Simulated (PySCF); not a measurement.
Isomers of C7H11NS, one conformer each; single-point electronic energies without zero-point terms and without any empirical dispersion term.

Level: PBE0/pcSseg-1 in PySCF, non-relativistic, each on one gas-phase PBE0-D3(BJ)/def2-SVP geometry that isn't relaxed in the solvent. The solvent is an IEF-PCM continuum (Bondi radii, 1.10 Å for H, scaled by 1.2). The model holds no explicit solvent molecules, cavitation or dispersion.

| isomer | relative energy, gas (kJ/mol) | dipole (D) |
| --- | --- | --- |
| `S=C=NC1CCCCC1` | 0.0 | 3.82 |
| `C=CC(=C)CNC(C)=S` | 125.9 | 4.40 |

**Question.** How do the relative energies look in chloroform (ε = 4.711)?

**Answer.** 
```
            isomer  relative energy, solvent (kJ/mol)  E(solvent) − E(gas) (kJ/mol)  dipole in solvent (D)
   `S=C=NC1CCCCC1`                                0.0                         -11.0                   4.85
`C=CC(=C)CNC(C)=S`                              111.3                         -25.6                   5.92
```

The order is unchanged. Conformers: `[S:1]=[C:2]=[N:3][CH:4]1[CH2:5][CH2:6][CH2:7][CH2:8][CH2:9]1` with C2–N3–C4–C5 62°, N3–C4–C5–C6 -69°, C4–C5–C6–C7 -55°, C5–C6–C7–C8 55°, C6–C7–C8–C9 -55°; `[CH2:1]=[CH:2][C:3](=[CH2:4])[CH2:5][NH:6][C:7]([CH3:8])=[S:9]` with C1–C2–C3–C4 175°, C2–C3–C5–N6 -67°, C3–C5–N6–C7 129°, C5–N6–C7–C8 -178°. `C=CC(=C)CNC(C)=S` gains most from the continuum, and it has the largest gas-phase dipole. The gains span 14.6 kJ/mol, the gas-phase energies 125.9 kJ/mol.
